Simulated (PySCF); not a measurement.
Compound: C6H4NO3 (doublet state).
Cartesian coordinates in Å at the GFN2-xTB level; atoms count from 1:
```
atom  x, y, z in Å
C1     0.452    2.408   -0.722
C2     0.588    1.168   -0.326
C3     0.038   -0.139    0.046
N4    -1.029   -0.949    0.229
C5    -2.329   -0.547    0.036
O6    -2.668    0.548   -0.306
C7     1.361    0.013    0.081
O8     2.553   -0.613    0.344
C9     2.510   -1.856    0.716
O10    1.605   -2.622    0.892
H11   -0.526    2.813   -0.909
H12    1.302    3.049   -0.869
H13   -0.829   -1.898    0.525
H14   -3.029   -1.376    0.240
```

The hyperfine couplings belong to this conformer and change with its torsions.

The species is `C=C1C(NC=O)=C1O[C]=O` [radical].

The calculation used UKS B3LYP, pcH-1 on C H N O, non-relativistic, mean-field spin-orbit, GIAO (PySCF). The structure is a single GFN2-xTB conformer in the gas phase; no vibrational or solvent corrections. A GFN2-xTB geometry isn't a minimum of the functional, and hyperfine couplings can be far from their values at a DFT geometry. Stability of the SCF solution: not tested.

Predict the first-order ENDOR lines of H12, H11 and H13 under fast tumbling at B = 341.8 mT (X band).

For S = 1/2 in fast tumbling each set of equivalent nuclei gives two lines, ν± = |νn ± a/2| to first order, with νn = g_N μN B/h and μN/h = 7.62259 MHz/T.

| nuclei | isotope | g_N | νn (MHz) | a_iso (MHz) | lower line (MHz) | upper line (MHz) |
| --- | --- | --- | --- | --- | --- | --- |
| H12 | 1H | 5.5857 | 14.55 | 4.04 | 12.53 | 16.57 |
| H11 | 1H | 5.5857 | 14.55 | 3.47 | 12.82 | 16.29 |
| H13 | 1H | 5.5857 | 14.55 | 0.72 | 14.19 | 14.91 |

Which pairs are centred on the nuclear Larmor frequency, and which on half the coupling?

Centred on νn, since |a| < 2νn: H12, H11 and H13. No pair has |a| > 2νn.

Couplings of abundant isotopes left out: N4 (2.6 MHz).

Largest spin populations (Mulliken): C9 (+0.73) and O10 (+0.20).
